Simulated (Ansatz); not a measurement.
Basis-set extrapolation for C$_{3}$H$_{5}$F$_{3}$O (`COC(F)(F)CF`) (PBE0-D4/def2-TZVP geometry, frozen core, the Gaussian-basis code of Ansatz). Multiplicity 1, RHF reference.

```tsv
	def2-TZVPP	def2-QZVPP
HF	-489.904562	-489.926173
MP2 correlation	-1.477191	-1.602027
CCSD(T) correlation	-1.556672	not run
```

Energies in hartree. Use E(X) = E(∞) + A·exp(−7.88·√X) for Hartree–Fock and E(X) = E(∞) + B·X^(−2.97) for correlation, with X = 3 and 4, and add CCSD(T) minus MP2 of the smaller set to the MP2 limit.

**Question.** What is the CCSD(T) energy at the basis-set limit?

**Answer.** HF limit: -489.926173 + (-0.021611) × 0.13774 = -489.92915. MP2 limit: -1.602027 + (-0.124836) × 0.74074 = -1.69450. Higher-order term: -1.556672 − (-1.477191) = -0.07948. Total: -491.70313 hartree, 6.58 eV below CCSD(T)/def2-TZVPP.
